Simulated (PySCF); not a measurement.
**How methods differ on the ionisation energy of Ca¹⁷⁺**

Ca¹⁷⁺ [He] 2s1 (2S) → Ca¹⁸⁺ 1s2 (1S), as a difference of total energies. Calculation: PySCF 2.14, in an uncontracted even-tempered set (19 s from 3.1 bohr⁻², ratio 2.2; 9 p from 4.8 bohr⁻², ratio 2.4; 6 d from 14 bohr⁻², ratio 2.4; 5 f from 22 bohr⁻², ratio 2.4; 4 g from 33 bohr⁻², ratio 2.4); the spin-free X2C one-electron Hamiltonian (Gaussian nucleus). Correlated levels: nothing frozen; virtual orbitals above 40 to 60 times the deepest correlated orbital energy dropped. The calculations carry no spin-orbit coupling.

Task: Order these methods by the ionisation energy they give, lowest first.
A. LDA
B. revPBE
C. MP2 (all electrons)
D. r2SCAN

Result: A (1156.1 eV), D (1157.1 eV), C (1158.0 eV), B (1159.7 eV).

For comparison: 1157.7 eV (theoretical estimate listed by NIST; NIST Atomic Spectra Database, ionization energies).
